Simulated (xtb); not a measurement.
Y(OH) (HOY), SMILES [OH][Y]. All values are semi-empirical tight-binding results from xtb (GFN2-xTB unless named), good for trends rather than for accurate numbers. Geometry optimised at GFN2-xTB. The spin state was assumed, not searched.

For metal compounds this method's bond lengths and energies can be far off.

```json
{
 "point_group_as_xtb_finds_it": "C∞v",
 "orbital_gap": "0.81 eV",
 "zero_point_energy": "6.9 kcal/mol",
 "G − E(el) at 298.15 K (modified RRHO)": "-7.9 kcal/mol"
}
```
